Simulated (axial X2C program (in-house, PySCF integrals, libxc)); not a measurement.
## Nuclear properties of ScSi

Computed with an in-house all-electron X2C program for linear molecules (integrals from PySCF): two-component X2C with atomic mean-field Coulomb and Gaunt terms, Gaussian nuclei, basis Sc dyall-cv3z, Si dyall-v3z with contracted cores.

R = 2.506 Å (near the PBE0 minimum at charge 0 of the determinant lowest at the starting distance; the state shown can have its own minimum elsewhere).

Determinant lowest in the PBE0 search, Ω = 3/2 (⟨Sz⟩ = 1.50, ⟨Lz⟩ = 0.00 at PBE0), spin on the atoms Sc 0.71, Si 0.79:

```tsv
level	Eeff magnitude (GV/cm)	Ws magnitude Sc (kHz)	Ws magnitude Si (kHz)	A∥/gI Sc (MHz)	qzz Sc (a.u.)	A∥/gI Si (MHz)	qzz Si (a.u.)	μ (D)
PBE0	0.0353	0.0143	0.00274	77	-0.77	-68.1	-0.77	-3.53
HF	0.747	0.16	0.0345	-97.9	-1.36	-77	-0.10	-1.41
BP86	0.0985	0.016	0.00107	165	-0.89	-49.3	-1.08	-3.21
LDA	0.118	0.0207	0.00128	158	-0.91	-39	-1.14	-3.08
PBE	0.0888	0.0137	0.000896	142	-0.88	-59.7	-1.06	-3.24
```

Eeff is the effective electric field on the electron electric dipole moment in this Ω state and Ws the scalar–pseudoscalar constant of the nucleus named (defined with the proton number Z and per Ω); A∥ (defined per Ω) follows by multiplying with gI = μI/(I μN); qzz is the electric field gradient, eQq0 = 234.96 MHz × Q/barn × qzz; μ is positive if the Si end (last atom) is positive. The operators were transformed with the bare-nucleus X2C matrices; with these basis sets, hyperfine constants and field gradients can be off by tens of per cent, and where levels differ in sign neither size nor sign is settled.

(1) With Q(45Sc) = -0.22 barn, gI(29Si) = -1.1106 (g factors from the IAEA table of nuclear moments by Stone; Q from Pyykkö, Mol. Phys. 2018), turn the PBE0 values of the first state into constants in MHz.

Each state is one determinant with collinear spin, which with several unpaired electrons need not be a pure state. Unrestricted Hartree–Fock can overshoot spin polarisation at the nuclei. In the state Ω = 3/2 the sign of Eeff differs between levels (BP86, LDA, PBE against PBE0). This is the top spin component of a Σ state; components of lower Ω are not single determinants and can lie lower. With several open shells hyperfine constants can be off by a factor of several. Where Eeff spreads by more than a factor of two the levels disagree and none is to be relied on. States lie within half an eV, so the first need not be the ground state. The sign of Ws at Sc differs between levels in the first state. The sign of Ws at Si differs between levels in the first state. Further determinants of the search, some of them spin-mixed, are not shown. Where a field gradient or hyperfine factor spreads by more than a factor of two over the levels, a constant derived from it is not to be relied on.

Answers

(1) eQq0(45Sc) = 234.96 × (-0.22) × (-0.77) = 39.8 MHz; A∥(29Si) = -68.1 × -1.1106 = 75.6 MHz.
